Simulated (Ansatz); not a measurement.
The same ligand exchange along the group Si, Ge, Sn.

Program: Ansatz. Geometries: PBE0-D4/def2-TZVP. ΔE: electronic, gas phase. CCSD(T)/CBS is the MP2 limit (def2-TZVPP, def2-QZVPP) plus CCSD(T) − MP2 in def2-TZVPP, frozen cores. This one scheme is used for every species. def2 core potentials past Kr. For Ge, Sn outer-core shells are correlated without core-valence functions, which leaves a few kJ/mol of doubt a bond. Scalar relativity is left out up to krypton. One conformer a species, not always the lowest.

| reaction | MP2/CBS(def2) (eV) | CCSD(T)/CBS(def2) (eV) |
| --- | --- | --- |
| `N[Si](F)(F)F` + NH₃ → `N[Si](N)(F)F` + H–F | 0.75 | 0.77 |
| `[NH2][Ge]([F])([F])[F]` + NH₃ → `[NH2][Ge]([NH2])([F])[F]` + H–F | 0.27 | 0.30 |
| `[NH2][Sn]([F])([F])[F]` + NH₃ → `[NH2][Sn]([NH2])([F])[F]` + H–F | 0.29 | 0.33 |

Largest T1 diagnostic: 0.014, for `[NH2][Sn]([F])([F])[F]`.
